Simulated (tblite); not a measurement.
C3H9NO2Si2.
SMILES with atom numbers: `[H]/[N:4]=[CH:3]\[C:2](=[CH2:1])[O:5][SiH2:6][O:7][SiH3:8]` (hydrogens: H9, H10 on C1; H11 on C3; H12 on N4; H13, H14 on Si6; H15, H16, H17 on Si8)

Computed with GFN2-xTB (tblite), gas phase: L-BFGS steps from a force-field or distance-geometry start until the largest atomic force falls under 0.01 eV/Å.

Geometry at step 7:
```
atom  x, y, z in Å
C1     -2.1212    1.6545    0.0517
C2     -1.6755    0.3918    0.0362
C3     -2.5925   -0.7494    0.1345
N4     -2.3401   -1.9801    0.0449
O5     -0.3651    0.1392   -0.1313
Si6     0.7056   -0.6648    0.7800
O7      1.9841    0.3141    1.0537
Si8     3.4122    0.4660    0.2476
H9     -3.1622    1.8425    0.1892
H10    -1.5084    2.5355   -0.0383
H11    -3.6181   -0.4473    0.2897
H12    -1.3588   -2.1883   -0.1308
H13     1.2645   -1.7031   -0.0497
H14     0.1196   -1.0369    2.0634
H15     3.3103    1.7362   -0.4715
H16     4.5174    0.3889    1.1948
H17     3.4211   -0.6867   -0.6243
```

**Question.** Give the atomic forces at this geometry.

**Answer.** 
```csv
atom,Fx (eV/Å),Fy (eV/Å),Fz (eV/Å)
C1,-0.100,-0.180,0.090
C2,0.047,0.579,-0.143
C3,0.013,-0.028,0.015
N4,-0.030,0.287,-0.023
O5,0.293,-0.121,0.014
Si6,0.291,0.396,0.297
O7,0.046,-0.218,-0.166
Si8,-0.475,0.265,0.243
H9,-0.369,0.033,-0.034
H10,0.216,-0.266,-0.007
H11,-0.238,-0.128,0.057
H12,0.082,-0.072,0.031
H13,-0.192,-0.425,-0.178
H14,0.195,0.068,-0.041
H15,0.071,-0.058,0.053
H16,-0.119,0.057,0.136
H17,0.268,-0.188,-0.343
```

The largest, 0.60 eV/Å, acts on C2 (Si8 within 3 % of it); the rms over all components is 0.211 eV/Å. The forces sum to zero within rounding, as they must for an isolated molecule in no field.

**Question.** Give the force on C2 in Eh/bohr and in nN.

**Answer.** 0.598 eV/Å ÷ 51.422 = 0.01163 Eh/bohr, and 0.598 eV/Å × 1.602 = 0.96 nN.

**Question.** How far is this geometry from the end of the optimisation?

**Answer.** 0.273 eV above it, and 0.653 Å rms away after alignment. The bonds farthest from their final lengths, with half the difference of the two atoms' forces along the bond (positive lengthens):

```csv
bond,now (Å),final (Å),force along bond (eV/Å)
O7–Si8,1.647,1.619,-0.30
Si6–O7,1.633,1.606,-0.32
Si6–H13,1.442,1.459,+0.34
Si8–H17,1.445,1.461,+0.36
C1–H9,1.067,1.074,+0.14
C3–H11,1.080,1.086,+0.11
```

The angle farthest from its final value is Si6–O7–Si8, 130.7° against 162.9°.

Of the 4 listed bonds off by 0.010 Å or more, this force points towards the final length in 4.

The cost below is that of the whole relaxation. Hardware: one thread, Arm Neoverse V1 (aarch64) (shared host). Cost: 0.93 s.
